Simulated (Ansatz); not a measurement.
`C/N=C/N[SiH3]` + `CS[SiH2]O` → `O[SiH2]SC[SiH3]` + `C/N=C\N`  (formal exchange of groups at the Si–N bond)

Calculated with Ansatz (gas phase, PBE0-D4/def2-TZVP geometries, no zero-point term in ΔE). CBS: MP2 limit from def2 TZ/QZ plus the TZ coupled-cluster correction, frozen cores. Double bonds are as drawn, so ΔE can hold a change between cis and trans. Functionals use def2-TZVPP. B3LYP here is the variant with VWN-RPA as its local correlation; programs differ in this. Each species was taken in one conformer, which may not be the lowest.

Problem. Is it downhill or uphill in electronic energy at CCSD(T)/CBS, and by how much? (Estimate.)

Solution. Computed: Uphill: ΔE = +74.3 kJ/mol.

Problem. What do these levels give: PBE-D4, PBE, PBE0, B3LYP, MP2/def2-TZVPP, SCS-MP2/def2-TZVPP, HF/def2-QZVPP, MP2/def2-QZVPP, SCS-MP2/def2-QZVPP, HF/CBS(def2), MP2/CBS(def2), CCSD/CBS(def2)? (Estimate.)

Solution. Ansatz gave: PBE-D4 67.9, PBE 70.5, PBE0 72.8, B3LYP 81.2, MP2/def2-TZVPP 77.5, SCS-MP2/def2-TZVPP 80.6, HF/def2-QZVPP 92.3, MP2/def2-QZVPP 76.7, SCS-MP2/def2-QZVPP 79.9, HF/CBS(def2) 92.4, MP2/CBS(def2) 75.7, CCSD/CBS(def2) 76.5 kJ/mol.

Largest T1 diagnostic among the species: 0.013.

In def2-TZVPP, CCSD(T) changes the Hartree–Fock value by −15.7 kJ/mol (the triples alone add −2.2 kJ/mol) and MP2 by −14.3 kJ/mol. The D4 term adds −4.5 kJ/mol with B3LYP and −2.3 kJ/mol with PBE0; it sums over pairs of atoms, weighted by their polarisabilities, and B3LYP, whose exchange is more repulsive, gets the larger term.
